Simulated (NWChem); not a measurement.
System: CdHF; SMILES [CdH][F]

NWChem printed, in part:

```
             Northwest Computational Chemistry Package (NWChem) 7.3.0
             --------------------------------------------------------

 ORDER OF PRIMARY AXIS IS BEING SET TO 4
 C4V symmetry detected

                             Geometry "geometry" -> ""
                             -------------------------

 Output coordinates in angstroms (scale by  1.889725989 to convert to a.u.)

  No.       Tag          Charge          X              Y              Z
 ---- ---------------- ---------- -------------- -------------- --------------
    1 Cd                  48.0000     0.00000000     0.00000000    -0.27161173
    2 H                    1.0000     0.00000000     0.00000000    -1.90548486
    3 F                    9.0000     0.00000000     0.00000000     1.66031645

 Effective nuclear repulsion energy (a.u.)     135.2115711875

      Symmetry information
      --------------------

 Group name             C4v
 Group number             18
 Group order               8
 No. of unique centers     3

                                 NWChem DFT Module
                                 -----------------

 Summary of "ao basis" -> "ao basis" (spherical)
 ------------------------------------------------------------------------------
       Tag                 Description            Shells   Functions and Types
 ---------------- ------------------------------  ------  ---------------------
 Cd                        def2-tzvp                14       40   6s4p3d1f
 H                         def2-tzvp                 4        6   3s1p
 F                         def2-tzvp                11       31   5s3p2d1f

      Symmetry analysis of basis
      --------------------------

        a1         29
        a2          0
        b1          7
        b2          7
        e          34

            General Information
            -------------------
          SCF calculation type: DFT
          Wavefunction type:  closed shell.
          No. of atoms     :     3
          No. of electrons :    30
           Alpha electrons :    15
            Beta electrons :    15
          Charge           :     0
          Spin multiplicity:     1
          Use of symmetry is: on ; symmetry adaption is: on
          Maximum number of iterations: 150
          AO basis - number of functions:    77
                     number of shells:    29
          Convergence on energy requested:  1.00D-06
          Convergence on density requested:  1.00D-05
          Convergence on gradient requested:  5.00D-04

              XC Information
              --------------
                  TPSS metaGGA Exchange Functional  1.000
             TPSS03 metaGGA Correlation Functional  1.000

             Grid Information
             ----------------
          Grid used for XC integration:  medium
          Radial quadrature: Mura-Knowles
          Angular quadrature: Lebedev.
          Tag              B.-S. Rad. Rad. Pts. Rad. Cut. Ang. Pts.
          ---              ---------- --------- --------- ---------
          Cd                  1.55      123           8.0       590
          H                   0.35       45           9.0       434
          F                   0.50       49          10.0       434
          Grid pruning is: on
          Number of quadrature shells:   217
          Spatial weights used:  Erf1

      Superposition of Atomic Density Guess
      -------------------------------------

 Sum of atomic energies:        -291.83278391

      Non-variational initial energy
      ------------------------------

 Total energy =    -266.763851
 1-e energy   =    -550.956976
 2-e energy   =     227.075852
 HOMO         =      -0.414063
 LUMO         =      -0.016626

      Symmetry analysis of molecular orbitals - initial
      -------------------------------------------------

 !! scf_movecs_sym_adapt:   14 vectors were symmetry contaminated

  Symmetry fudging

 !! scf_movecs_sym_adapt:    6 vectors were symmetry contaminated

  Numbering of irreducible representations:

     1 a1          2 a2          3 b1          4 b2          5 e

  Orbital symmetries:

     1 a1          2 a1          3 a1          4 e           5 e
     6 a1          7 a1          8 e           9 e          10 b1
    11 b2         12 e          13 e          14 a1         15 a1
    16 a1         17 e          18 e          19 a1         20 a1
    21 e          22 e          23 a1         24 a1         25 e

     ---------------------------------------------
      Total Density - Mulliken Population Analysis
     ---------------------------------------------

    Atom       Charge   Shell Charges
 -----------   ------   -------------------------------------------------------
    1 Cd  20    19.13   0.04 -0.43  1.59  0.79  0.65  0.40  5.18  0.82  0.11  0.03  5.94  3.27  0.75  0.00
    2 H    1     1.02   0.18  0.49  0.34  0.01
    3 F    9     9.85   0.77  1.20  0.62  1.02  0.35  2.44  2.40  1.04  0.00  0.00  0.00

   convergence    iter        energy       DeltaE   RMS-Dens  Diis-err
 ---------------- ----- ----------------- --------- --------- ---------
 d= 0,ls=0.0,diis     1   -268.0882871602 -3.25D+02  3.68D-02  7.80D-01
 d= 0,ls=0.0,diis     2   -264.9647448155  3.12D+00  2.83D-02  3.18D+01
 d= 0,ls=0.0,diis     3   -268.1679106829 -3.20D+00  2.45D-03  3.35D-01
 d= 0,ls=0.0,diis     4   -268.1953354735 -2.74D-02  1.23D-03  1.49D-02
 d= 0,ls=0.0,diis     5   -268.1966760911 -1.34D-03  4.56D-04  4.74D-03
  Resetting Diis
 d= 0,ls=0.0,diis     6   -268.1969887494 -3.13D-04  8.14D-05  2.29D-04
 d= 0,ls=0.0,diis     7   -268.1970066345 -1.79D-05  6.89D-05  1.15D-05
 d= 0,ls=0.0,diis     8   -268.1970017072  4.93D-06  4.43D-05  7.12D-05
 d= 0,ls=0.0,diis     9   -268.1970076944 -5.99D-06  3.41D-06  5.90D-07
 d= 0,ls=0.0,diis    10   -268.1970077216 -2.72D-08  1.23D-06  3.35D-08

         Total DFT energy =     -268.197007721566
      One electron energy =     -551.165819672217
           Coulomb energy =      252.053605427680
    Exchange-Corr. energy =      -26.202066299520
 Nuclear repulsion energy =       57.117272822491

 Numeric. integr. density =       29.999998559810

                  Occupations of the irreducible representations
                  ----------------------------------------------

                     irrep           alpha         beta
                     --------     --------     --------
                     a1                7.0          7.0
                     a2                0.0          0.0
                     b1                1.0          1.0
                     b2                1.0          1.0
                     e                 6.0          6.0

                       DFT Final Molecular Orbital Analysis
                       ------------------------------------

 Vector   13  Occ=2.000000D+00  E=-3.043764D-01  Symmetry=a1
              MO Center=  4.9D-14, -1.3D-13, -7.3D-01, r^2= 3.2D+00
   Bfn.  Coefficient  Atom+Function         Bfn.  Coefficient  Atom+Function
  ----- ------------  ---------------      ----- ------------  ---------------
     5      0.301741  1 Cd s                 42      0.299233  2 H  s
    54      0.258036  3 F  pz                57      0.212893  3 F  pz
    43      0.196543  2 H  s                  3     -0.191315  1 Cd s
     9      0.172690  1 Cd pz                60      0.161139  3 F  pz
    15     -0.158650  1 Cd pz                41      0.157372  2 H  s

 Vector   14  Occ=2.000000D+00  E=-2.869739D-01  Symmetry=e
              MO Center=  4.7D-15, -2.9D-14,  1.6D+00, r^2= 7.5D-01
   Bfn.  Coefficient  Atom+Function         Bfn.  Coefficient  Atom+Function
  ----- ------------  ---------------      ----- ------------  ---------------
    53      0.486541  3 F  py                56      0.385830  3 F  py
    59      0.307652  3 F  py                20     -0.138575  1 Cd d -1
    25     -0.073925  1 Cd d -1              14      0.070361  1 Cd py
     8     -0.050040  1 Cd py                17      0.045136  1 Cd py

 Vector   15  Occ=2.000000D+00  E=-2.869739D-01  Symmetry=e
              MO Center= -5.3D-14,  1.6D-16,  1.6D+00, r^2= 7.5D-01
   Bfn.  Coefficient  Atom+Function         Bfn.  Coefficient  Atom+Function
  ----- ------------  ---------------      ----- ------------  ---------------
    52      0.486541  3 F  px                55      0.385830  3 F  px
    58      0.307652  3 F  px                22      0.138575  1 Cd d  1
    27      0.073925  1 Cd d  1              13      0.070361  1 Cd px
     7     -0.050040  1 Cd px                16      0.045136  1 Cd px

 Vector   16  Occ=0.000000D+00  E=-5.630295D-02  Symmetry=a1
              MO Center=  8.2D-15, -5.5D-14, -1.9D-01, r^2= 4.3D+00
   Bfn.  Coefficient  Atom+Function         Bfn.  Coefficient  Atom+Function
  ----- ------------  ---------------      ----- ------------  ---------------
     6      0.819540  1 Cd s                 43     -0.641263  2 H  s
     5      0.547144  1 Cd s                  3     -0.257713  1 Cd s
    51     -0.257921  3 F  s                 21      0.234999  1 Cd d  0
    42     -0.230713  2 H  s                 54      0.186360  3 F  pz
     4     -0.158388  1 Cd s                 57      0.157040  3 F  pz

 Vector   17  Occ=0.000000D+00  E=-3.921954D-02  Symmetry=e
              MO Center= -2.8D-15, -5.9D-15, -3.4D-01, r^2= 5.0D+00
   Bfn.  Coefficient  Atom+Function         Bfn.  Coefficient  Atom+Function
  ----- ------------  ---------------      ----- ------------  ---------------
    16      0.628801  1 Cd px                17      0.374136  1 Cd py
    13      0.330114  1 Cd px                14      0.196417  1 Cd py
     7     -0.189651  1 Cd px                 8     -0.112842  1 Cd py
    58     -0.106149  3 F  px                52     -0.098311  3 F  px
    55     -0.069029  3 F  px                59     -0.063158  3 F  py

[...]
```

Level: TPSS/def2-TZVP with def2 effective core potentials on Cd. Coordinates come from a PBE0/def2-SVP optimisation. def2 effective core potentials on Cd; no spin-orbit coupling.

**Question.** Write an input that gives this output.

**Answer.** Several could match; the one computed here: the input that was run:
```
start job
memory heap 200 mb stack 900 mb global 1100 mb
geometry units angstroms noautoz
  Cd    -0.295677    -0.182418     0.000000
  H     -0.671895    -1.772387     0.000000
  F      0.149239     1.697581     0.000000
end
basis spherical
  * library def2-tzvp
end
ecp
  Cd library def2-ecp
end
dft
  xc xtpss03 ctpss03
  iterations 150
  mulliken
end
task dft energy
```
